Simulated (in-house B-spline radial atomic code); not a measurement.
Radial electron density of S³⁺, [Ne] 3s1 3p1 4s1. All numbers are computed (non-relativistic CAM-B3LYP, spin-polarised, spherical fractional occupations, exact exchange averaged over the configuration; point nucleus) with an all-electron radial atomic-structure program (B-spline basis), not measured.

Columns: r (bohr), 4πr²n(r) (electrons per bohr), bar.

```
 0.00401   0.4751 #
 0.00488   0.6843 ##
 0.00592    0.974 ##
  0.0072    1.383 ###
 0.00874     1.94 #####
  0.0106    2.688 ######
  0.0129    3.699 #########
  0.0157    5.011 ############
   0.019    6.605 ################
  0.0231    8.568 #####################
  0.0281    10.82 ##########################
  0.0341    13.17 ################################
  0.0414    15.43 #####################################
  0.0503    17.24 ##########################################
  0.0611    18.23 ############################################
  0.0742     18.1 ############################################
  0.0902    16.84 #########################################
    0.11    14.79 ####################################
   0.133     12.9 ###############################
   0.162    11.97 #############################
   0.196    12.62 ##############################
   0.238     14.6 ###################################
    0.29    16.76 ########################################
   0.352    17.48 ##########################################
   0.427    15.85 ######################################
   0.519    12.11 #############################
   0.631    7.711 ###################
   0.766     4.29 ##########
    0.93    2.536 ######
    1.13    2.014 #####
    1.37    1.789 ####
    1.67    1.328 ###
    2.03   0.8232 ##
    2.46   0.5731 #
    2.99   0.5082 #
    3.63   0.3939 #
    4.41   0.2014 
    5.36  0.06087 
    6.51  0.01012 
     7.9 0.0008449 
     9.6 3.009e-05 
    11.7 3.666e-07
```

On this grid the curve has 2 maxima, near 0.0611, 0.352 bohr.

The 4s up radial function P(r) = rR(r), positive near the nucleus:

| r (bohr) | P |
| --- | --- |
| 0.00125 | 0.007529 |
| 0.00184 | 0.01098 |
| 0.00272 | 0.016 |
| 0.00401 | 0.0231 |
| 0.00592 | 0.03305 |
| 0.00874 | 0.04658 |
| 0.0129 | 0.06414 |
| 0.019 | 0.08515 |
| 0.0281 | 0.1072 |
| 0.0414 | 0.1232 |
| 0.0611 | 0.1203 |
| 0.0902 | 0.0806 |
| 0.133 | -0.009048 |
| 0.196 | -0.1337 |
| 0.29 | -0.2249 |
| 0.427 | -0.1709 |
| 0.631 | 0.07447 |
| 0.93 | 0.3431 |
| 1.37 | 0.2813 |
| 2.03 | -0.2417 |
| 2.99 | -0.648 |
| 4.41 | -0.4469 |
| 6.51 | -0.1006 |
| 9.6 | -0.005485 |
